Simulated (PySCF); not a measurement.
**Gallium: a sound run and one with changed settings**

Sound run: Ga⁺ [Ar] 3d10 4s2, Ga²⁺ [Ar] 3d10 4s1. All numbers are calculated (PySCF 2.14, the non-relativistic Hamiltonian (point nucleus), in 6-31G* (5s4p3d, 32 functions)). In the sound run the correlated levels freeze [Ar] 3d10. The sound run starts from symmetry-adapted Hartree-Fock orbitals and uses a fine grid where one is needed.

A second run was set up differently.

```csv
species,method,sound run (hartree),changed run (hartree),converged
Ga⁺,MP2,-1922.76195,-1922.97161,yes
Ga²⁺,MP2,n/a,-1922.25865,yes
```

Ionisation energy of Ga⁺:

```json
{"method": "UHF", "sound run (eV)": "18.588", "changed run (eV)": "18.588"}
{"method": "MP2", "sound run (eV)": "19.218", "changed run (eV)": "19.401"}
{"method": "SCS-MP2", "sound run (eV)": "19.344", "changed run (eV)": "19.503"}
```

Question: What was changed?
A. too few SCF iterations
B. a valence shell is frozen
C. all electrons correlated in a valence basis
D. level shift left on

Answer: C. A valence basis has no tight correlating functions, so it recovers only part of the core correlation, and not evenly between atom and ion.
